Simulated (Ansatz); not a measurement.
CH4AlBS (`[CH3][Al]1[BH][S]1`). Total charge 0; spin multiplicity 1.

```xyz
8

C    -0.063    0.157    1.647
Al    0.056   -0.183   -0.260
B     0.203   -0.604   -2.211
S    -0.320    1.106   -2.028
H    -1.070    0.492    1.908
H     0.171   -0.730    2.239
H     0.631    0.953    1.930
H     0.392   -1.192   -3.227
```

Question: List the harmonic frequencies (cm⁻¹, unscaled) at PBE0-D4/def2-TZVP in Ansatz. (Estimate.)

Answer: Computed: 48, 133, 151, 380, 542, 641, 682, 683, 720, 848, 864, 1214, 1435, 1440, 2682, 3049, 3131, 3146.

Question: Is this a minimum?

Answer: Yes, all 18 modes are real.

Question: Give the ideal-gas thermochemistry at 298.15 K and 1 bar (rigid rotor, harmonic oscillator; point group Cs, symmetry number 1).

Answer: Zero-point energy 130.3 kJ/mol; H(298) − E = 149.0 kJ/mol; entropy 330.1 J/(mol·K), of which translation 164.4, rotation 108.0, vibration 57.7; G(298) − E = 50.5 kJ/mol. Modes under 100 cm⁻¹ are hindered rotations or soft bends, so the harmonic entropy is rough.
